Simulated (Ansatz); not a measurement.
A nudged elastic band was laid between two geometries of BH4SSe (7 atoms, charge 1, multiplicity 1).

These are results of Ansatz 0.2.0, RKS BHLYP-D4/def2-SVP, not measurements.

```
movable images  : 6
climbing image  : no
spring          : 5.0 eV/Å²
optimiser       : quadratic models (default)
start path      : through a guess of the saddle point
force threshold : 0.05 eV/Å
iteration limit : 60
end points      : relaxed
```

Image 0:

```xyz
7
Properties=species:S:1:pos:R:3
B -1.459 0.455 -0.661
Se -0.660 -0.537 0.777
S 1.537 -0.160 0.222
H -2.647 0.416 -0.604
H -0.801 1.016 -1.474
H 2.015 0.230 1.424
H 2.016 -1.420 0.315
```

Image 7:

```xyz
7
Properties=species:S:1:pos:R:3
B -0.282 0.278 -0.332
Se -1.683 -0.872 0.126
S 1.521 -0.332 -0.126
H -2.727 0.047 -0.327
H -0.321 1.359 -0.816
H 2.040 0.707 0.560
H 1.451 -1.187 0.915
```

Q: What changes between the two ends?

A: Bonds broken: B1–H4, Se2–S3. Bonds formed: B1–S3, Se2–H4.

Q: What energy profile does the band end with?

A: It converged. The highest image is number 3 of 0 to 7, 24.2 kcal/mol above the first end and 45.6 kcal/mol above the last; the last end lies 21.4 kcal/mol below the first. No image climbed, so the highest image needn't sit at the top of the path. The orbitals stay closed-shell, which can raise the energy where a bond breaks towards radicals; this wasn't checked here. Limits of this set-up: the dipole of an ion depends on the origin.

```
image  path coordinate (Å)  energy (kcal/mol)  B1–H4 (Å)  Se2–S3 (Å)  B1–S3 (Å)
    0                 0.00                0.0       1.19        2.30       3.18
    1                 0.83                2.3       1.20        2.33       3.42
    2                 1.65               13.2       1.28        2.58       3.79
    3                 2.48               24.2       2.00        3.24       3.94
    4                 3.30               20.9       2.27        3.42       3.46
    5                 4.13                8.0       2.44        3.39       2.71
    6                 4.95              -18.2       2.53        3.24       2.01
    7                 5.78              -21.4       2.46        3.26       1.91
```

Q: What is the geometry of the highest image?

A: 
```xyz
7
Properties=species:S:1:pos:R:3:forces:R:3
B -1.303 0.913 -1.027 0.06 -0.05 0.04
Se -1.155 -0.440 0.148 -0.04 0.00 0.01
S 2.071 -0.634 0.298 -0.03 0.03 0.00
H -2.639 -0.196 -0.027 -0.03 -0.01 0.00
H -1.471 1.802 -1.782 0.01 0.02 -0.04
H 2.312 0.250 1.278 0.04 0.00 0.02
H 2.185 -1.696 1.112 -0.01 0.01 -0.04
```

The run took 3.2 min on 2 threads of Arm Neoverse V2 (shared host), peak memory 0.17 GiB.
